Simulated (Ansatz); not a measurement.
One change: `O[C](F)(Cl)[ZnH]` becomes `OC(F)(Cl)C=[Se]`.

Ansatz, PBE0-D4/def2-TZVP geometries, multiplicity 1. Each molecule was computed in one conformer, which needn't be the lowest.

Scalar relativity is left out up to krypton. Spin–orbit coupling is left out; it splits and shifts lone-pair levels of the heavy atoms by tenths of an eV.

| property | `O[C](F)(Cl)[ZnH]` |
| --- | --- |
| zero-point energy (PBE0-D4/def2-TZVP) / kJ/mol | 78.8 |
| HOMO energy (B3LYP/def2-TZVPP) / eV | -7.68 |
| size of the dipole moment (B3LYP/def2-TZVPP) / D | 1.08 |
| HOMO–LUMO gap (ωB97M-V/def2-TZVPP) / eV | 10.60 |
| HOMO–LUMO gap (PBE/def2-TZVPP) / eV | 5.02 |
| HOMO energy (ωB97M-V/def2-TZVPP) / eV | -10.05 |

Problem. Give the same properties after the change, and the shifts. (An estimate is asked.)

Solution. The calculation gave: 
```json
{"property": "zero-point energy (PBE0-D4/def2-TZVP) / kJ/mol", "`OC(F)(Cl)C=[Se]`": "107.7", "shift": "28.9"}
{"property": "HOMO energy (B3LYP/def2-TZVPP) / eV", "`OC(F)(Cl)C=[Se]`": "-6.53", "shift": "1.15"}
{"property": "size of the dipole moment (B3LYP/def2-TZVPP) / D", "`OC(F)(Cl)C=[Se]`": "1.69", "shift": "0.61"}
{"property": "HOMO–LUMO gap (ωB97M-V/def2-TZVPP) / eV", "`OC(F)(Cl)C=[Se]`": "7.92", "shift": "-2.68"}
{"property": "HOMO–LUMO gap (PBE/def2-TZVPP) / eV", "`OC(F)(Cl)C=[Se]`": "1.59", "shift": "-3.43"}
{"property": "HOMO energy (ωB97M-V/def2-TZVPP) / eV", "`OC(F)(Cl)C=[Se]`": "-8.98", "shift": "1.07"}
```

With PBE0 the HOMO rises by 1.08 eV and the LUMO falls by 2.32 eV, so the gap narrows by about 3.40 eV. PBE moves the HOMO by 1.05 eV and ωB97M-V by 1.07 eV. The zero-point energy changes by 28.9 kJ/mol with +3 modes. Dipoles are sizes alone; their direction can turn.

Positive LUMOs are unbound, so they and the gaps depend on the basis.

B3LYP here is the variant with VWN-RPA as its local correlation; programs differ in this.
